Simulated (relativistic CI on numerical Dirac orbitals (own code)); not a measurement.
## Sc²⁺ in a cubic cluster: 2p photoemission with charge transfer

Computed with a charge-transfer multiplet model of a cubic metal-ligand cluster with up to 2 ligand holes, Slater and spin-orbit integrals from Dirac-Coulomb-Breit ions, Slater integrals scaled by 0.8. The parameters are those of a tetrahedral site (10Dq negative, t2 hopping the larger). The ground state mixes d1 with configurations of k ligand holes L, whose averages lie at kΔ + k(k − 1)U_dd/2; a core hole lowers each added d electron by U_cd. 300 K, Lorentzian 0.6 eV and Gaussian 0.8 eV FWHM.

Atomic integrals in eV (Slater integrals scaled, ζ unscaled), ground: F2dd 4.710, F4dd 2.885, zeta_d 0.008; with the core hole: F2dd 4.710, F4dd 2.885, zeta_d 0.020, zeta_core 3.005, F2cd 4.113, G1cd 2.955, G3cd 1.675. Where a configuration has fewer than two d electrons, the dd integrals are those of d2.

Cluster parameters (eV): Δ = 8.5, U_dd = 5.3, 10Dq = -0.35, 10Dq(ligand) = 0, V(eg) = 0.62, V(t2g) = -1.06, final-state hopping factor = 0.8.

```
         Case   n_d    d1   d2L  d3L2     S
U_cd = 4.7 eV  1.10  0.91  0.09  0.00  0.50
U_cd = 6.5 eV  1.10  0.91  0.09  0.00  0.50
U_cd = 8.3 eV  1.10  0.91  0.09  0.00  0.50
```

Weights, n_d and S are thermal averages at 300 K. Binding energies count from the first peak over 30 % of the highest in each spectrum, which can be another peak from case to case. The parameters are a model scan and need not match a compound or its usual spin state. Peaks in eV (height, largest 100):
- U_cd = 4.7 eV: 0.0 (100), 4.7 (57)
- U_cd = 6.5 eV: 0.0 (100), 4.7 (62), 8.8 (7)
- U_cd = 8.3 eV: 0.0 (100), 4.8 (87), 9.1 (22)

For the case U_cd = 6.5 eV, Δ = 8.5 eV is larger than U_dd = 5.3 eV, the Mott-Hubbard side of the Zaanen-Sawatzky-Allen scheme. With the core hole the configuration with one ligand hole lies at Δ − U_cd = 3.8, 2.0, 0.2 eV from the one without, in the order of the table; where this is negative the screened configuration lies lower, though the effective hopping of about 2.2 eV (from the holes of the mixed ground state) mixes the two strongly wherever it is as large as the gap.
